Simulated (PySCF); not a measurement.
Isomers of C5H7O2P. Level of theory: PySCF, TDDFT CAM-B3LYP/def2-SVPD, vertical, gas phase, core orbitals frozen in the response. Geometries: GFN2-xTB; one conformer of each isolated species. Triplets are in the Tamm–Dancoff approximation. 'Strongest' means the level of largest summed f among the lowest 8 singlets; it needn't be the same kind of state in each.

**Question.** Rank by computed lowest triplet energy, lowest first.
A. `C1[P@@](C=1OC)(=O)C=C`
B. `OCPc1ccco1`
C. `[P@@](=O)(C#C)(O)/C=C/C`
D. `COc1ocpc1C`

**Answer.** D (3.00 eV), B (3.82 eV), A (4.18 eV), C (4.36 eV).

| SMILES | T1 (eV) | gap (eV) | f (strongest) | strongest (eV) | S1 (eV) | S1 mainly |
| --- | --- | --- | --- | --- | --- | --- |
| COc1ocpc1C | 3.00 | 7.69 | 0.37 | 6.72 | 4.83 | H→L (96%) |
| OCPc1ccco1 | 3.82 | 8.41 | 0.27 | 5.51 | 5.51 | H→L (96%) |
| C=C[P@]1(=O)C=C1OC | 4.18 | 8.56 | 0.40 | 7.13 | 5.42 | H→L (84%) |
| C#C[P@](=O)(O)/C=C/C | 4.36 | 9.54 | 0.39 | 6.94 | 6.06 | H-1→L (36%) |

H and L stand for HOMO and LUMO.

- `COc1ocpc1C`: Löwdin shares by element: HOMO carbon 58% or more, oxygen 15% or more (atoms not listed hold the other 27%); LUMO phosphorus 41%, carbon 36% or more, oxygen 13% or more.
- `OCPc1ccco1`: Löwdin shares by element: HOMO carbon 42% or more, phosphorus 24% (atoms not listed hold the other 34%); LUMO carbon 44% or more, oxygen 15% or more (atoms not listed hold the other 41%).
- `C=C[P@]1(=O)C=C1OC`: Löwdin shares by element: HOMO oxygen 30% or more, carbon 30% or more, phosphorus 17% (atoms not listed hold the other 23%); LUMO carbon 63% or more, phosphorus 12% (atoms not listed hold the other 25%).
- `C#C[P@](=O)(O)/C=C/C`: Löwdin shares by element: HOMO carbon 64% or more, oxygen 8% or more (atoms not listed hold the other 28%); LUMO carbon 64% or more (atoms not listed hold the other 36%).
